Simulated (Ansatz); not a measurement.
The same path of FGeH3 + H3N (9 atoms, charge 0, multiplicity 1) was run twice with different band settings. Lost on the way: Ge1–F2, N6–H9. Made: Ge1–N6, F2–H9.

Theory: Ansatz, RKS r2SCAN-D4/def2-SVP.

Relaxed end points:

```xyz
9
Properties=species:S:1:pos:R:3
Ge 0.296 0.040 -0.151
F 0.321 -0.196 1.586
H 1.770 0.040 -0.572
H -0.374 1.392 -0.415
H -0.474 -1.136 -0.757
N -2.743 -0.053 1.431
H -2.773 -0.765 0.701
H -2.701 0.848 0.955
H -1.849 -0.168 1.911
```

```xyz
9
Properties=species:S:1:pos:R:3
Ge -0.440 0.023 -0.380
F -0.188 0.533 2.649
H 0.675 -0.918 0.073
H -0.057 1.498 -0.280
H -0.874 -0.320 -1.821
N -1.853 -0.227 0.831
H -2.190 -1.191 0.854
H -2.655 0.371 0.630
H -0.944 0.231 2.133
```

Common settings: movable images 5; climbing image yes; optimiser quadratic models (default); start path through a guess of the saddle point; force threshold 0.03 eV/Å; iteration limit 60; end points relaxed.

| run | spring |
| --- | --- |
| 1 | 5.0 eV/Å² |
| 2 | 50.0 eV/Å² |

What does each run give, and how far can it be trusted?

Run 1: converged after 18 iterations, highest image 0.774 eV above the first end. A vibrational analysis at the climbing image gives one clearly imaginary mode, 420i cm⁻¹: a first-order saddle point.
Run 2: converged after 23 iterations, highest image 0.774 eV above the first end. Another band between the same ends (5 images) ends at a top of the same energy, where a vibrational analysis finds 1 clearly imaginary mode.
The orbitals stay closed-shell, which can raise the energy where a bond breaks towards radicals; this wasn't checked here.
